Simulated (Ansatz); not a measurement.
Species: Br$_{4}$Si, SMILES `Br[Si](Br)(Br)Br` (charge 0, multiplicity 1).

Question: Give a relaxed geometry from B3LYP-D3(BJ)/def2-TZVP (Ansatz, an electronic-structure program).

Answer: the end point of this relaxation (outside a Z-matrix the atoms follow the SMILES, hydrogens last).
Z-matrix (Å, degrees):
```
Si
Br 1 2.2089
Br 1 2.2089 2 109.47
Br 1 2.2089 2 109.47 3 120.00
Br 1 2.2089 2 109.47 3 -120.00
```
